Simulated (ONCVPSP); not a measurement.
# Before and after: ONCV potential for rhenium

| Quantity | Value |
| --- | --- |
| Element | rhenium |
| Generator | ONCVPSP 4.0.1 |
| Type | optimised norm-conserving Vanderbilt (ONCV) |
| Functional | PBE |
| Relativity | scalar-relativistic |
| Frozen core | [Kr] 4d10 |
| Valence charge | 29 |
| Reference configuration | 4f13 5s2 5p6 5d6 6s2 |
| Partial waves | 5s+6s: rc 1.95 bohr, ncon 4, nbas 9, qcut 7.2 1/bohr, 2 projectors; 5p: rc 1.60 bohr, ncon 4, nbas 9, qcut 8.2 1/bohr, 2 projectors, debl 3.4 Ha; 5d: rc 2.25 bohr, ncon 3, nbas 7, qcut 8.5 1/bohr, 2 projectors, debl 2.7 Ha; 4f: rc 0.75 bohr, ncon 4, nbas 8, qcut 18.8 1/bohr, local |
| Local potential | the f channel |
| Core correction | Teter function, fcfact 2.75, rcfact 1.05 |

All-electron outer shells of the reference configuration (PBE, scalar-relativistic, ld1.x):

```tsv
shell	level (eV)	outermost node (bohr)	outermost maximum (bohr)
4d	-265.66	0.21	0.44
5s	-89.23	0.52	0.92
4f	-51.82	–	0.41
5p	-49.91	0.56	1.05
5d	-6.39	0.61	1.38
6s	-6.02	1.22	2.51
```

Change: d: nproj 3.

Cutoffs: the cutoffs (Ha) at which the residual kinetic energy of the hardest occupied pseudo-wave falls to 1 and 0.1 mHa per electron; they do not see the model core or the augmentation charge, which bear on the density cutoff. Errors are all-electron minus pseudo energies relative to the spin-unpolarised reference configuration.

Q: What does the change do?

A: The potential gets neither clearly harder nor softer (385 Ha and 503 Ha → 385 Ha and 503 Ha); both files keep a bound ghost (p, s); the lowest positive-energy flag moves from d at 14.0 eV to s at 109.9 eV; of the 4 tests that both files solve, the error grows in 1 and shrinks in 0 by more than 15 % and 0.3 meV (median size 289.8 → 323.8 meV).

```tsv
quantity	base	changed
cutoff, loose	385 Ha	385 Ha
cutoff, tight	503 Ha	503 Ha
bound ghosts	s, p	s, p
GHOST(+) flags under 300 eV	d at 14.0 eV, s at 109.9 eV	s at 109.9 eV, d at 121.4 eV
error for 4f14 5s2 5p6 5d5 6s2, meV [ΔE -41.21 eV]	-376	-411
error for 4f14 5s2 5p6 5d5 6s1, meV [ΔE -31.96 eV]	-286	-321
error for 4f14 5s2 5p6 5d5 6s0, meV [ΔE -15.64 eV]	-172	-205
error for 4f14 5s2 5p6 5d5 6s1 6p1, meV [ΔE -36.43 eV]	-294	-327
s: phases at 1.97 bohr within 0.05 rad from the reference energy up to (Ha; the scan ends near 5)	3.4	3.4
p: phases at 1.62 bohr within 0.05 rad from the reference energy up to (Ha; the scan ends near 5)	to the end of the scan	to the end of the scan
d: phases at 2.28 bohr within 0.05 rad from the reference energy up to (Ha; the scan ends near 5)	to the end of the scan	to the end of the scan
f: phases at 0.76 bohr within 0.05 rad from the reference energy up to (Ha; the scan ends near 5)	2.6	2.6
rms error of d²Exc/dni dnj with the model core, mHa	4.77	4.77
```

 A true bound ghost makes a file unfit for plane-wave use even where its test errors are small: the radial tests pick states by their node count and pass the ghost by.
